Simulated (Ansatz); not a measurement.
Consider the substitution at a C–C bond: `CCCCCC` + `O[SiH](O)[SiH3]` → `CO[SiH](O)[SiH3]` + `CCCCC`.

Computed with Ansatz on PBE0-D4/def2-TZVP structures; ΔE is electronic, products minus reactants. CBS: MP2 limit from def2 TZ/QZ plus the TZ coupled-cluster correction, frozen cores. This one scheme is used for every species. One conformer a species, not always the lowest.

`CCCCCC`:

```xyz
20

C    -0.921    1.964    1.057
C    -1.185    0.472    0.940
C    -1.086   -0.064   -0.483
C     0.272    0.124   -1.152
C     1.451   -0.492   -0.407
C     1.341   -1.995   -0.213
H     0.103    2.219    0.772
H    -1.070    2.314    2.081
H    -1.594    2.534    0.410
H    -2.187    0.253    1.324
H    -0.493   -0.073    1.591
H    -1.847    0.428   -1.100
H    -1.348   -1.127   -0.480
H     0.464    1.192   -1.296
H     0.225   -0.309   -2.158
H     1.568   -0.006    0.568
H     2.368   -0.266   -0.961
H     2.237   -2.400    0.263
H     0.488   -2.262    0.416
H     1.215   -2.507   -1.172
```

`O[SiH](O)[SiH3]`:

Z-matrix (Å, degrees):
```
Si
O 1 1.647
Si 1 2.344 2 104.5
O 1 1.648 2 112.8 3 -122.1
H 1 1.486 2 110.8 3 123.0
H 2 0.959 1 117.7 3 -172.2
H 3 1.487 1 111.3 2 55.4
H 3 1.490 1 109.9 2 -65.1
H 3 1.489 1 110.0 2 175.9
H 4 0.959 1 117.5 2 65.5
```

`CO[SiH](O)[SiH3]`:

Z-matrix (Å, degrees):
```
C
O 1 1.411
H 1 1.094 2 111.1
H 1 1.091 2 108.3 3 119.4
H 1 1.096 2 111.4 3 -121.2
Si 2 1.640 1 123.7 3 74.0
Si 6 2.343 2 104.5 1 172.0
O 6 1.649 2 113.1 1 -65.6
H 6 1.487 2 109.6 1 48.7
H 7 1.489 6 110.3 2 -174.4
H 7 1.490 6 109.8 2 66.7
H 7 1.487 6 111.2 2 -53.7
H 8 0.958 6 117.5 2 -68.9
```

`CCCCC`:

Z-matrix (Å, degrees):
```
C
C 1 1.519
H 1 1.094 2 111.1
H 1 1.092 2 111.7 3 -120.2
H 1 1.094 2 111.1 3 119.5
C 2 1.521 1 112.7 3 -60.0
H 2 1.095 1 109.3 3 62.5
H 2 1.097 1 109.6 3 178.4
C 6 1.523 2 114.5 1 -177.1
H 6 1.098 2 109.2 1 60.1
H 6 1.096 2 108.6 1 -55.0
C 9 1.521 6 114.1 2 -65.1
H 9 1.095 6 108.8 2 172.9
H 9 1.097 6 109.1 2 57.7
H 12 1.092 9 111.9 6 63.4
H 12 1.094 9 110.9 6 -56.8
H 12 1.092 9 111.2 6 -176.6
```

| species | CCSD(T)/CBS(def2) energy (Eh) |
| --- | --- |
| `CCCCCC` | -236.76176 |
| `O[SiH](O)[SiH3]` | -732.20558 |
| `CO[SiH](O)[SiH3]` | -771.44542 |
| `CCCCC` | -197.50171 |

Work out ΔE.

ΔE = (-771.44542) + (-197.50171) − (-236.76176) − (-732.20558) = 0.02021 Eh = +0.55 eV.

Largest T1 diagnostic among the species: 0.013.

In def2-TZVPP, CCSD(T) changes the Hartree–Fock value by +0.17 eV (the triples alone add +0.01 eV) and MP2 by +0.23 eV. The D4 term adds +0.05 eV with B3LYP and +0.03 eV with PBE0; it sums over pairs of atoms, weighted by their polarisabilities, and B3LYP, whose exchange is more repulsive, gets the larger term.

B3LYP here is the variant with VWN-RPA as its local correlation; programs differ in this.
